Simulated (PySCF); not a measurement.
NbF₅, SMILES [F][Nb]([F])([F])([F])[F], multiplicity 1.

The structure is a stationary point at B3LYP-D3(BJ)/def2-SVP. The spin state was assumed, not searched. The isomer is the one that the SMILES or the coordinates give; other isomers of the formula were not compared. The def2 effective core potentials stand for the cores of Nb; spin–orbit coupling is left out.

Level of theory: B3LYP-D3(BJ)/def2-SVP in PySCF.

Frequencies are harmonic and unscaled.

Modes within 1.5 cm⁻¹ of each other (mostly degenerate sets) share a row, with their intensities summed.

Question: List the normal modes with their intensities. (The exact figures need the calculation; the answer reports its results.)

Answer: 
| mode | ν (cm⁻¹) | IR (km/mol) | moving atoms (share of kinetic energy) |
|---|---|---|---|
| 1–2 | 99 | 5.7 | F 99 % |
| 3–4 | 218 | 56.9 | F 76 %, Nb 24 % |
| 5 | 257 | 24.8 | F 80 %, Nb 20 % |
| 6–7 | 279 | 0.0 | F 100 % |
| 8 | 649 | 0.0 | F 100 % |
| 9 | 728 | 328.5 | F 70 %, Nb 30 % |
| 10 | 730 | 0.0 | F 100 % |
| 11–12 | 756 | 406.2 | F 74 %, Nb 26 % |
